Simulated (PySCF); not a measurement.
# Assigning NMR signals

Atoms are numbered as in `[CH3:1][O:2][SiH2:3]/[CH:4]=[C:5](/[SiH2:6][Cl:7])[C:8]([CH3:9])=[O:10]`. Each H is labelled by its parent atom.

Non-relativistic Hamiltonian, isolated molecule, fast rotation and ring inversion assumed for equivalent nuclei, a single conformation. Shielding tensors at PBE0/pcSseg-1 (GIAO); GFN2-xTB geometry; PySCF 2.14.0 with density-fitted response routines.

References, each an isolated molecule treated in the same way: 13C (186.93 ppm) and 1H (31.72 ppm) against TMS.

(1) Assign these signals to the numbered atoms. 13C{1H} NMR (computed): δ 203.7, 195.2, 152.5, 52.7, 31.4.

(2) Assign these signals to the numbered atoms. 1H NMR (400 MHz, computed): δ 8.64 (t, 1H), 5.44 (s, 2H), 4.98 (d, 2H), 3.80 (s, 3H), 2.65 (s, 3H).

## Answers

(1) 
203.7 → C8, ketone carbonyl carbon: the double bond to the heteroatom, with no lone-pair donor beside it, deshields it most
195.2 → C4, β carbon of a C=C–C=O unit: conjugation with the carbonyl draws π density from the β position
152.5 → C5, α carbon of a C=C–C=O unit: as expected for a trigonal carbon in a double bond
52.7 → C1, methyl carbon bonded to O: the inductive effect lowers its shielding
31.4 → C9, methyl carbon α to a carbonyl: α to the electron-withdrawing carbonyl group

(2) 
8.64 → H(C4), hydrogen on a β carbon of a C=C–C=O unit
5.44 → H(Si6), hydrogen on a silicon bonded to C, Cl
4.98 → H(Si3), hydrogen on a silicon bonded to C, O
3.80 → H(C1), hydrogen on a methyl carbon bonded to O: its carbon carries O, hence the downfield position
2.65 → H(C9), hydrogen on a methyl carbon α to a carbonyl: α to C=O

Shifts are as computed. Against solution values, carbons near 30 ppm lie about +3 ppm off and those near 130 ppm about +5 ppm. Of 1211 compounds with measured shifts, 218 miss one by over three times the rms of a fit or turn the order of signals round; such compounds aren't used in these exercises. Multiplicities follow the n + 1 count of equivalent neighbours, as no J values were calculated; m marks all less simple cases, F and P coupling included.
